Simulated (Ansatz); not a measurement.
Breaking a bond: AlH, singlet. Each curve is given relative to its own lowest point near equilibrium.

```json
[
 {"R / Å": "1.23", "A": "40.8", "B": "40.7", "C": "40.6"},
 {"R / Å": "1.34", "A": "18.9", "B": "19.0", "C": "19.0"},
 {"R / Å": "1.39", "A": "12.5", "B": "12.6", "C": "12.7"},
 {"R / Å": "1.50", "A": "3.7", "B": "3.8", "C": "3.9"},
 {"R / Å": "1.58", "A": "0.8", "B": "0.9", "C": "1.0"},
 {"R / Å": "1.59", "A": "0.6", "B": "0.7", "C": "0.7"},
 {"R / Å": "1.66", "A": "0.0", "B": "0.0", "C": "0.0"},
 {"R / Å": "1.69", "A": "0.1", "B": "0.1", "C": "0.0"},
 {"R / Å": "1.78", "A": "1.5", "B": "1.3", "C": "1.2"},
 {"R / Å": "1.82", "A": "2.5", "B": "2.3", "C": "2.1"},
 {"R / Å": "1.90", "A": "5.1", "B": "4.8", "C": "4.4"},
 {"R / Å": "2.03", "A": "10.4", "B": "9.8", "C": "9.1"},
 {"R / Å": "2.22", "A": "19.5", "B": "18.5", "C": "17.2"},
 {"R / Å": "2.52", "A": "34.6", "B": "32.9", "C": "30.3"},
 {"R / Å": "2.74", "A": "45.2", "B": "42.9", "C": "39.2"},
 {"R / Å": "2.98", "A": "55.8", "B": "52.9", "C": "47.6"},
 {"R / Å": "3.37", "A": "70.7", "B": "66.7", "C": "58.5"},
 {"R / Å": "3.69", "A": "81.0", "B": "76.0", "C": "64.8"},
 {"R / Å": "4.04", "A": "90.5", "B": "84.2", "C": "—"},
 {"R / Å": "4.50", "A": "100.7", "B": "92.4", "C": "—"},
 {"R / Å": "5.05", "A": "110.2", "B": "98.9", "C": "—"},
 {"R / Å": "5.90", "A": "120.8", "B": "103.1", "C": "—"},
 {"R / Å": "6.61", "A": "126.9", "B": "102.6", "C": "—"}
]
```

Energies in kcal/mol.

Q: Assign the columns to these levels of theory: CCSD on RHF/aug-cc-pVDZ, frozen core run with Ansatz (a quantum-chemistry and plane-wave program); Ansatz with RHF/aug-cc-pVDZ; MP2 on RHF/aug-cc-pVDZ, frozen core (Ansatz).

A: A is RHF; B is RMP2; C is RCCSD.

A dash means that the run gave no value there, or that the column was ended at a point which the program doubted or which failed a test of continuity chosen for this set; such a test can also cut sound points.

The T1 diagnostic of CCSD on the restricted reference of RCCSD, RMP2 exceeds 0.045 at 2.98 to 6.61 Å. The restricted form behind RMP2, RHF keeps the bonding electrons paired and can't separate into open-shell fragments.
